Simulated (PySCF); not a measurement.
C2H10NPSi2.
Atom-mapped SMILES: `[PH2:1][Si@@H:2]1[CH2:3][CH2:4][SiH2:5][NH:6]1` (hydrogens: H7, H8 on P1; H9 on Si2; H10, H11 on C3; H12, H13 on C4; H14, H15 on Si5; H16 on N6)

The same species was optimised twice, with GFN2-xTB and with PBE0-D3(BJ)/def2-SVP (PySCF), and the same property calculations (PySCF, gas phase) were run on both structures.

| coordinate | GFN2-xTB | PBE0-D3(BJ)/def2-SVP | change |
| --- | --- | --- | --- |
| P1–Si2 (Å) | 2.246 | 2.266 | +0.020 |
| Si2–N6 (Å) | 1.731 | 1.744 | +0.013 |
| Si5–N6 (Å) | 1.733 | 1.746 | +0.013 |
| C3–C4 (Å) | 1.530 | 1.541 | +0.011 |
| Si2–C3 (Å) | 1.905 | 1.895 | -0.010 |
| C4–Si5 (Å) | 1.901 | 1.893 | -0.008 |
| Si2–N6–Si5 (°) | 117.5 | 114.7 | -2.8 |
| C3–Si2–N6 (°) | 96.6 | 98.5 | +1.9 |
| C4–Si5–N6 (°) | 96.7 | 98.5 | +1.8 |
| P1–Si2–N6 (°) | 109.1 | 110.9 | +1.8 |
| C3–C4–Si5 (°) | 109.2 | 107.7 | -1.5 |
| P1–Si2–C3 (°) | 117.5 | 116.6 | -0.9 |
| Si2–C3–C4 (°) | 107.4 | 108.0 | +0.6 |

Rotational constants: A = 3843, B = 1084, C = 934.6 MHz (GFN2-xTB) against A = 3753, B = 1083, C = 938.2 MHz (PBE0-D3(BJ)/def2-SVP). Point groups within 0.08 Å: C1 and C1.

On the GFN2-xTB structure: HOMO (eV) -7.07 [PBE0/pcSseg-1]; LUMO (eV) 0.33 [PBE0/pcSseg-1]; dipole (D) 1.09 [PBE0/pcSseg-1]; GIAO shielding of P1 (ppm) 612.6 [PBE0/pcSseg-1]; GIAO shielding of Si2 (ppm) 349.7 [PBE0/pcSseg-1]; GIAO shielding of C3 (ppm) 171.1 [PBE0/pcSseg-1]; GIAO shielding of C4 (ppm) 178.7 [PBE0/pcSseg-1]; GIAO shielding of Si5 (ppm) 372.6 [PBE0/pcSseg-1]; GIAO shielding of N6 (ppm) 244.0 [PBE0/pcSseg-1].

What do these properties become on the PBE0-D3(BJ)/def2-SVP structure?

```
                                    property          level  on GFN2-xTB  on PBE0-D3(BJ)/def2-SVP  change
                                   HOMO (eV)  PBE0/pcSseg-1        -7.07                    -7.10   -0.03
                                   LUMO (eV)  PBE0/pcSseg-1         0.33                     0.40   +0.07
                                  dipole (D)  PBE0/pcSseg-1         1.09                     1.22   +0.13
energy, GFN2-xTB geometry as zero (kcal/mol)  PBE0/pcSseg-1          0.0                     -3.8    -3.8
                  GIAO shielding of P1 (ppm)  PBE0/pcSseg-1        612.6                    574.6   -38.0
                 GIAO shielding of Si2 (ppm)  PBE0/pcSseg-1        349.7                    345.8    -3.9
                  GIAO shielding of C3 (ppm)  PBE0/pcSseg-1        171.1                    168.4    -2.7
                  GIAO shielding of C4 (ppm)  PBE0/pcSseg-1        178.7                    177.0    -1.7
                 GIAO shielding of Si5 (ppm)  PBE0/pcSseg-1        372.6                    372.3    -0.3
                  GIAO shielding of N6 (ppm)  PBE0/pcSseg-1        244.0                    248.8    +4.8
```

The heavy atoms differ by 0.044 Å rms after alignment. Among the bonds compared P1–Si2 changes most (+0.020 Å). Changes are differences of the printed values. Neither structure is proved a minimum here.
